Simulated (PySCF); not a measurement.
Computed shifts of a molecule C3H10Si3, PBE/pcSseg-1 in PySCF, GIAO, gas phase, atoms alike by connectivity averaged where their shifts nearly agree, in ppm (number of nuclei): ¹³C: 116.1 (1), 114.2 (1), -8.7 (1). ²⁹Si: -71.4 (1), -98.4 (1), -102.5 (1). ¹H: 4.61 (2), 4.58 (3), 4.36 (1), 4.26 (1), 0.72 (3). References: ¹³C against TMS (σ = 182.0 ppm); ²⁹Si against TMS (σ = 335.4 ppm); ¹H against TMS (σ = 31.49 ppm), references at their B3LYP-D3(BJ)/def2-TZVP geometries, non-relativistic. Coordinates come from a PBE0-D3(BJ)/def2-SVP optimisation. One conformer was computed; it need not be the lowest.

Question: Which molecule gave these data?
(A) [SiH3]C1=C([SiH3])[SiH2]C1
(B) C#C[Si@@H](C)[SiH2][SiH3]
(C) C=C[SiH]1[SiH2]C[SiH2]1
(D) C[SiH2][SiH2]C#C[SiH3]

Answer: D, C[SiH2][SiH2]C#C[SiH3]
